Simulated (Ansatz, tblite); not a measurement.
Removing and adding an electron: the cluster Au3. Charge 0, multiplicity 2. Geometry: PBE0-D4/def2-TZVP. Ansatz, gas phase; energy differences of separate SCF runs; the oxidised species is a singlet (the triplet lies 1.01 eV higher at PBE0-D4/def2-TZVP); the reduced species is a singlet (the triplet lies 1.41 eV higher at PBE0-D4/def2-TZVPD).

```xyz
3

Au    0.828   -1.219    1.848
Au   -1.425    0.862   -1.678
Au    0.597    0.357   -0.170
```

In the def2 sets Au takes a core potential; there is no spin–orbit coupling. The xTB rows come from tblite. The structure comes from a short search, and lower isomers may exist.

```
               level  −HOMO (eV)  vertical IE (eV)  −LUMO (eV)  vertical EA (eV)  HOMO–LUMO gap (eV)  IE − EA (eV)                                     remarks
            GFN1-xTB           –             13.70           –              7.46                   –          6.24                                           –
            GFN2-xTB           –             11.14           –              5.02                   –          6.13                                           –
    PBE-D4/def2-TZVP        5.84              8.27        5.50                 –                0.35             –  restricted SCF unstable in HF (+1 singlet)
   PBE-D4/def2-TZVPD        5.83                 –        5.48              3.15                0.35             –                                           –
 r2SCAN-D4/def2-TZVP        5.97              8.25        5.34                 –                0.64             –  restricted SCF unstable in HF (+1 singlet)
r2SCAN-D4/def2-TZVPD        5.96                 –        5.32              3.11                0.64             –                                           –
   PBE0-D4/def2-TZVP        6.36              8.07        4.59                 –                1.77             –  restricted SCF unstable in HF (+1 singlet)
  PBE0-D4/def2-TZVPD        6.35                 –        4.57              2.98                1.78             –                                           –
```

Run but left out: HF/def2-TZVP, MP2/def2-TZVP, CCSD/def2-TZVP, CCSD(T)/def2-TZVP (charge +1 singlet: restricted singlet, unstable towards broken spin symmetry).   HOMO and LUMO are the levels of the spin that leaves or enters (xTB has no such levels and no spin-polarisation term). Other spin states of the ions may lie lower, which would lower the ionisation energy or raise the affinity. Raw xTB energy differences between charge states are shifted by several eV; the methods need an empirical correction for them.
